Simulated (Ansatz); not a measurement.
Relaxation of BClH5NO (9 atoms, charge 0, multiplicity 1), to a largest force component of 0.03 eV/Å in at most 50 steps.

All numbers below come from RHF/def2-SVP in Ansatz 0.2.0.

```xyz
9
Properties=species:S:1:pos:R:3:forces:R:3
B -0.061 -0.243 0.021 0.13 -0.64 0.89
O 0.029 -0.535 1.363 -0.17 -0.16 -0.98
H -0.802 -0.588 1.808 0.03 -0.01 0.00
Cl 1.476 -0.211 -0.892 -0.01 0.01 -0.01
N -1.259 -0.029 -0.665 -0.09 0.01 -0.04
H -2.158 -0.044 -0.230 0.02 0.01 -0.01
H -1.284 0.154 -1.646 0.01 -0.01 0.03
H 0.125 2.038 0.754 -0.25 1.15 -1.11
H 0.264 1.676 1.348 0.33 -0.36 1.24
```

Problem. Where does it end, and by what steps?

Solution. The run converged. The force dipped under the threshold on the way, but the program's further checks kept it going. After 27 steps the energy has fallen by 0.306 eV; H8 moved furthest, 1.90 Å.

| step | energy less start (eV) | largest force component (eV/Å) | accepted |
| --- | --- | --- | --- |
| 0 | 0.0000 | 1.238 | yes |
| 1 | -0.1769 | 0.488 | yes |
| 2 | -0.2452 | 0.297 | yes |
| 3 | -0.2730 | 0.299 | yes |
| 4 | -0.2827 | 0.126 | yes |
| 5 | -0.2860 | 0.078 | yes |
| 6 | -0.2881 | 0.091 | yes |
| 7 | -0.2895 | 0.139 | yes |
| 8 | -0.2910 | 0.173 | yes |
| 9 | -0.2927 | 0.218 | yes |
| 10 | -0.2941 | 0.242 | yes |
| 11 | -0.2949 | 0.320 | yes |
| 12 | -0.2975 | 0.164 | yes |
| 13 | -0.2993 | 0.014 | yes |
| 14 | -0.2970 | 0.567 | no |
| 15 | -0.3008 | 0.077 | yes |
| 16 | -0.3012 | 0.244 | yes |
| 17 | -0.3021 | 0.104 | yes |
| 18 | -0.3028 | 0.004 | yes |
| 19 | -0.3038 | 0.063 | yes |
| 20 | -0.3019 | 0.274 | no |
| 21 | -0.3045 | 0.060 | yes |
| 22 | -0.3048 | 0.080 | yes |
| 23 | -0.3051 | 0.061 | yes |
| 24 | -0.3055 | 0.023 | yes |
| 25 | -0.3058 | 0.065 | yes |
| 26 | -0.3059 | 0.038 | yes |
| 27 | -0.3060 | 0.018 | yes |

```xyz
9
Properties=species:S:1:pos:R:3
B -0.155 -0.511 -0.290
O -0.002 -0.181 1.010
H -0.799 0.007 1.480
Cl 1.336 -0.883 -1.208
N -1.385 -0.574 -0.957
H -2.265 -0.390 -0.521
H -1.452 -0.824 -1.920
H 0.450 3.120 2.285
H 0.606 2.454 1.982
```

Whether the end is a true minimum wasn't checked by a vibrational analysis.

Time of the run: 17 s on 1 thread of AMD EPYC 9R45 96-Core Processor (Zen 5), on a shared host, peak memory 0.16 GiB.
